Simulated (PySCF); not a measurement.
# Broadened absorption spectrum of C7H8O

Compound: C7H8O.
Atom-mapped SMILES: `[CH2:1]=[CH:2][C:3]#[C:4][C:5](=[CH2:6])[O:7][CH3:8]` (hydrogens: H9, H10 on C1; H11 on C2; H12, H13 on C6; H14, H15, H16 on C8)

Cartesian coordinates in Å at the GFN2-xTB level; atoms count from 1:
```xyz
16
C7H8O angstrom
C      3.0469   -1.8399    1.6718
C      2.5756   -1.5758    0.4564
C      1.3920   -0.8538    0.2233
C      0.3749   -0.2305    0.0353
C     -0.8182    0.4988   -0.2034
C     -1.5461    0.9677    0.8152
O     -1.0833    0.6351   -1.5352
C     -2.2415    1.3413   -1.8955
H      3.9576   -2.3955    1.8143
H      2.5345   -1.5075    2.5589
H      3.0960   -1.9127   -0.4320
H     -1.2220    0.7915    1.8237
H     -2.4564    1.5228    0.6850
H     -2.2655    1.3377   -2.9841
H     -2.2085    2.3754   -1.5358
H     -3.1435    0.8543   -1.5094
```

The calculation used PySCF, TDDFT wB97X-D/def2-SVPD, vertical, gas phase, core orbitals frozen in the response.

Each state is given a Gaussian of 0.4 eV full width at half maximum, with ε(max) = 2.175×10⁸ f / Δν̃ (Δν̃ the width in cm⁻¹). The width is an assumption, not a result. The curve ends short of the highest state used, and states not computed would add to its high-energy end.

(λ (nm), ε (L mol⁻¹ cm⁻¹)): (185.2, 2257), (188.8, 2309), (192.4, 4546), (196.1, 7806), (199.7, 9048), (203.4, 6934), (207.0, 3659), (210.6, 1389), (214.3, 393), (217.9, 103), (221.6, 31), (225.2, 35), (228.8, 160), (232.5, 724), (236.1, 2409), (239.7, 6213), (243.4, 12895), (247.0, 21108), (250.7, 28530), (254.3, 31846), (257.9, 30113), (261.6, 24258), (265.2, 17058), (268.9, 10393), (272.5, 5696), (276.1, 2802), (279.8, 1219), (283.4, 495), (287.0, 185), (290.7, 62)

Question: Where are the band maxima, and which computed states make them?

Answer: 255 nm (4.87 eV), ε about 32000, made up of S1 (100%); 199 nm (6.22 eV), ε about 9100, made up of S4 (98%) (ε in L mol⁻¹ cm⁻¹; maxima over ε = 5, shares over 10%). At its high-energy end, 6.70 eV, the curve is still rising (ε about 2300, from S5 and S6). The states used: S1 4.87 eV (f 0.473); S2 5.11 eV (f 0.0000); S3 5.83 eV (f 0.0006); S4 6.22 eV (f 0.132); S5 6.53 eV (f 0.015); S6 7.02 eV (f 0.127); S7 7.19 eV (f 0.0088); S8 7.30 eV (f 0.012).

Question: What would ε be at 4.87 eV, the highest of these maxima, with half the width (0.2 eV)?

Answer: About 63700 L mol⁻¹ cm⁻¹ against 31900, a factor of about 2.00; a lone state at its own centre would give exactly 2.

Question: On this curve, what absorbance would a 10⁻⁵ mol/L sample give at 280 nm over a 1 cm path?

Answer: 280 nm is 4.428 eV, where ε is about 1200 L mol⁻¹ cm⁻¹, so A = ε c l ≈ 0.012 (Beer–Lambert, with the gas-phase spectrum and the assumed width).

One conformer stands for the species.
